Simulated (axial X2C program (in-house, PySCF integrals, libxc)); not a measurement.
Curves of DyNC from open-shell CI on f9 s2

Computed with an in-house all-electron X2C program for linear molecules (integrals from PySCF): two-component X2C with atomic mean-field Coulomb and Gaunt terms, basis Dy dyall-v3z, N dyall-av3z, C dyall-v3z (cores contracted in-house). Orbitals come from Hartree–Fock averaged over the configuration Dy f9 s2; CI then distributes these electrons over the f, s shells of Dy.

Scan along the Dy–N bond with NC moving as one mass, its bond held at 1.170 Å; masses Dy 163.929 u, N 14.003 u, C 12.000 u. Energies in cm⁻¹ from the lowest point; levels are followed by energy order within each Ω. Lowest level at 2.196 Å: 100% f9 s2.

| R (Å) | (1)Ω=15/2 | (1)Ω=13/2 | (1)Ω=11/2 | (1)Ω=9/2 | (1)Ω=7/2 |
| --- | --- | --- | --- | --- | --- |
| 2.042 | 1599 | 1994 | 2383 | 2697 | 2895 |
| 2.119 | 343 | 727 | 1099 | 1400 | 1597 |
| 2.196 | 0 | 378 | 733 | 1018 | 1210 |
| 2.284 | 409 | 768 | 1101 | 1369 | 1553 |
| 2.372 | 1418 | 1755 | 2064 | 2314 | 2490 |
| 2.471 | 3025 | 3339 | 3624 | 3853 | 4018 |
| 2.591 | 5356 | 5642 | 5897 | 6103 | 6253 |

Q: Fit the curves (1)Ω=15/2, (1)Ω=13/2, (1)Ω=11/2, (1)Ω=9/2, (1)Ω=7/2 near their minima.

A: From the open-shell CI curves, Te from the lowest:

| level | Te (cm⁻¹) | Re (Å) | ωe (cm⁻¹) |
| --- | --- | --- | --- |
| (1)Ω=15/2 | 0 | 2.193 | 410.6 |
| (1)Ω=13/2 | 378 | 2.194 | 406.4 |
| (1)Ω=11/2 | 733 | 2.197 | 403.7 |
| (1)Ω=9/2 | 1018 | 2.199 | 402.1 |
| (1)Ω=7/2 | 1209 | 2.199 | 401.5 |

Without dynamic correlation distances can be off by several hundredths of an Å (long for ionic bonds, short for multiple bonds) and the wavenumbers are rough.

The 5 lowest curves are shown; the next is (1)Ω=5/2, from 1315 cm⁻¹.

Dynamic correlation is missing, so gaps between terms are too wide and other configurations may lie lower; the lowest level listed is that of this model, not necessarily the ground state. At most 4 roots were kept for each Ω > 0 (twice that for Ω = 0) within 2.2 eV of the lowest, so higher up levels can be missing between those listed; levels with Ω > 0 are doubly degenerate and listed once, Ω = 0 levels singly. The molecule was held linear; bending was not examined.
